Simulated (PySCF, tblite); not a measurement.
Compound: C7H10OSi.
Geometry (GFN2-xTB, Å), atoms numbered from 1 in this order:
```xyz
19
C7H10OSi angstrom
C      3.4944   -0.8726    0.2931
O      2.1298   -0.6206    0.1778
Si     1.3957    0.8215    0.0649
C     -0.4221    0.3679   -0.0500
C     -0.8759   -0.9464   -0.0137
C     -2.2257   -1.2384   -0.0978
C     -3.1495   -0.2147   -0.2200
C     -2.7149    1.1002   -0.2579
C     -1.3643    1.3831   -0.1735
H      3.9269   -0.3159    1.1275
H      3.6301   -1.9412    0.4649
H      4.0191   -0.5873   -0.6219
H      1.6778    1.6489    1.2478
H      1.8492    1.5630   -1.1209
H     -0.1563   -1.7457    0.0811
H     -2.5596   -2.2662   -0.0677
H     -4.2045   -0.4394   -0.2849
H     -3.4319    1.9033   -0.3534
H     -1.0282    2.4099   -0.2029
```

Computed with PBE0/pcSseg-1 in PySCF (dipole) on a GFN2-xTB geometry, gas phase.

Take the most abundant isotopes and a rigid rotor. The values belong to one conformer with, in the numbering `[CH3:1][O:2][SiH2:3][c:4]1[cH:5][cH:6][cH:7][cH:8][cH:9]1`, C1–O2–Si3–C4 180°, O2–Si3–C4–C5 1°.

Problem. What are A, B and C (MHz)?

Solution. Ia = 131.52, Ib = 673.51, Ic = 796.16 u·Å²; 505379 MHz·u·Å²/I gives A = 3843, B = 750.4, C = 634.8 MHz.

Problem. Classify the top.

Solution. A near-prolate asymmetric top; Ray's κ = -0.928.

Problem. Is it planar, by Δ = Ic − Ia − Ib?

Solution. Not planar: Δ = Ic − Ia − Ib = -8.86 u·Å². For a rigid frame Δ = −2 Σ m c², so Σ m c² = 4.43 u·Å² lies off the ab plane, practically all of it from hydrogen. The atom farthest from that plane is 1.20 Å away.

Problem. Give the other two planar moments, Paa and Pbb, and the rms extents of the mass along the axes.

Solution. Paa = Σ m a² = (Ib + Ic − Ia)/2 = 669.08 and Pbb = Σ m b² = (Ia + Ic − Ib)/2 = 127.09 u·Å². With the mass M = 138.05 u, the rms extents √(P/M) along a, b and c are 2.20, 0.96, 0.18 Å.

Problem. Where do the levels up to J = 3 lie, in MHz?

Solution. Above 0(0,0):
J = 1: 1(0,1) 1385, 1(1,1) 4477, 1(1,0) 4593
J = 2: 2(0,2) 4152, 2(1,2) 7132, 2(1,1) 7479, 2(2,1) 16756, 2(2,0) 16759
J = 3: 3(0,3) 8295, 3(1,3) 11112, 3(1,2) 11806, 3(2,2) 20911, 3(2,1) 20927, 3(3,1) 36664, 3(3,0) 36664
The levels of one J sum to (2J + 1)J(J + 1)(A + B + C)/3.

Problem. Predict some low-J microwave lines.

Solution. The dipole components are |μa| = 0.75 D, |μb| = 0.06 D, |μc| = 0.00 D. The squared components, which scale the intensities, stand as 1.00 : 0.01 : 0.00 (a : b : c). Some lines, for components of 0.1 D or more:

```tsv
type	branch	J(Ka,Kc)	MHz	lower level (cm⁻¹)
a	Q	2(1,1) ← 2(1,2)	347	0.238
a	Q	4(1,3) ← 4(1,4)	1156	0.548
a	R	1(0,1) ← 0(0,0)	1385	0.000
a	Q	5(1,4) ← 5(1,5)	1732	0.768
a	R	3(1,3) ← 2(1,2)	3980	0.238
a	R	3(2,2) ← 2(2,1)	4155	0.559
a	R	3(2,1) ← 2(2,0)	4168	0.559
a	R	3(1,2) ← 2(1,1)	4327	0.249
a	R	4(0,4) ← 3(0,3)	5509	0.277
a	R	4(3,2) ← 3(3,1)	5547	1.223
a	R	4(3,1) ← 3(3,0)	5547	1.223
a	R	4(2,2) ← 3(2,1)	5570	0.698
a	R	5(1,5) ← 4(1,4)	6623	0.548
a	R	5(0,5) ← 4(0,4)	6863	0.460
a	R	5(4,2) ← 4(4,1)	6933	2.143
a	R	5(4,1) ← 4(4,0)	6933	2.143
a	R	5(3,2) ← 4(3,1)	6937	1.408
```

Its GFN2-xTB frequencies are all real (lowest 36 cm⁻¹). These are rigid-rotor constants of the computed structure; measured ground-state constants (B0) also hold zero-point vibration. A rigid rotor knows nothing of internal rotation, which can split or shift real lines.
